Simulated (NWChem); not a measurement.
System: C2H3F2In; SMILES [F][In]([CH]=C)[F]

```xyz
8

In    -0.0416     0.2510     0.0000
F     -1.0278     1.9360     0.0000
F      1.8801     0.6188     0.0000
C     -0.7931    -1.7231     0.0000
C      0.0372    -2.7700     0.0000
H     -1.8780    -1.8726     0.0000
H     -0.3459    -3.7983     0.0000
H      1.1272    -2.6639     0.0000
```
Atoms are numbered in this order, from 1.

Coordinates come from a PBE0/def2-SVP optimisation. def2 effective core potentials on In; no spin-orbit coupling.

Symmetry labels are those of Cs in the frame above (b1 and b2, or b-type labels, depend on it).

Task: List the 4 lowest vertical singlet excitations from Hartree-Fock/def2-SVP with def2 effective core potentials on In, TDHF (NWChem).

Result: 
| state | energy (eV) | oscillator strength | symmetry | leading excitation (squared amplitude) |
|---|---|---|---|---|
| S1 | 6.86 | 0.039 | a" | HOMO−1 → LUMO (0.56) |
| S2 | 7.07 | 0.428 | a' | HOMO → LUMO (0.75) |
| S3 | 7.22 | 0.005 | a" | HOMO → LUMO+1 (0.76) |
| S4 | 7.97 | 0.353 | a' | HOMO−1 → LUMO+1 (0.76) |
